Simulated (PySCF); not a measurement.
## Li (lithium, neutral): LDA calculation

Configuration: [He] 2s1, 2S determinant. Computed with PySCF 2.14 in aug-cc-pVQZ (6s5p4d3f2g, 80 functions), with no relativity, point nucleus.

```json
{
 "Total energy": "-7.3434 hartree",
 "One-electron energy": "-9.6903 hartree",
 "Hartree (Coulomb) energy": "4.0132 hartree",
 "Exchange-correlation energy": "-1.6664 hartree",
 "Kinetic energy": "7.22613 hartree",
 "⟨S²⟩": "0.7500",
 "⟨L²⟩": "0.000",
 "Sum of ⟨r⟩": "4.999 bohr",
 "Sum of ⟨r²⟩": "18.31 bohr²",
 "Density at the nucleus (Gaussians lack the cusp)": "13.1 bohr⁻³",
 "Spin density at the nucleus": "0.225 bohr⁻³",
 "Langevin diamagnetic susceptibility": "-14.5 ×10⁻⁶ cm³/mol"
}
```

| shell | electrons | mean orbital energy (hartree) | rms radius, mean of both spins (bohr) |
| --- | --- | --- | --- |
| 1s α | 1 | -1.87286 | 0.689 |
| 1s β | 1 | -1.86518 | 0.689 |
| 2s α | 1 | -0.11626 | 4.17 |
